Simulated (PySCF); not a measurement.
## Molecular orbitals of CeH

r²SCAN at R = 2.046 Å; basis Ce x2c-TZVPPall, H x2c-TZVPPall; spin-free X2C with a Gaussian nucleus; PySCF 2.14. State: quartet, about 1.2 electrons in the 4f shell (Mulliken), real f orbitals that mix terms. Only the outer orbitals are listed, counted within each symmetry.

```tsv
spin	orbital	occ.	ε (eV)	on Ce (%)	main shells (%)
α	10σ	1	-39.73	100	100 Ce s
α	11σ	1	-22.34	99	99 Ce p
α	6π	1	-22.33	100	100 Ce p
α	6π	1	-22.27	100	100 Ce p
α	12σ	1	-5.80	37	63 H s, 21 Ce d, 11 Ce s
α	7π	1	-3.97	100	100 Ce f
α	13σ	1	-3.45	99	71 Ce s, 25 Ce d
α	3δ	1	-3.01	100	83 Ce d, 16 Ce f
α	1φ	0	-2.96	100	99 Ce f
α	7π	0	-2.85	100	100 Ce f
α	3δ	0	-2.80	100	100 Ce f
β	10σ	1	-38.88	100	100 Ce s
β	11σ	1	-21.65	99	99 Ce p
β	6π	1	-21.38	100	100 Ce p
β	6π	1	-21.35	100	100 Ce p
β	12σ	1	-5.73	35	65 H s, 20 Ce d, 9 Ce s
β	3δ	0	-1.86	100	100 Ce f
β	13σ	0	-1.78	100	89 Ce f, 10 Ce s
β	1φ	0	-1.78	100	100 Ce f
```

Task: Which are the highest filled and the lowest empty level, where do they sit, and how wide is the gap?

Result: Highest filled α 3δ at -3.01 eV (in %: 83 Ce d, 16 Ce f); lowest empty α 1φ at -2.96 eV (in %: 99 Ce f); the gap at r²SCAN is 0.05 eV.

| Item | Value |
| --- | --- |
| bond order (Mayer) | 0.92 |
| ⟨S²⟩ | 3.757 |
| charge on Ce (Mulliken, basis-dependent) | 0.32 |
| charge on Ce (Löwdin, basis-dependent) | 0.23 |
| dipole moment (positive dipole means Ce(−)H(+)) | -3.29 D |

Spin–orbit coupling is left out. The state is the lowest single determinant that the PBE0 search found; with open d or f shells the true ground state can be another one.
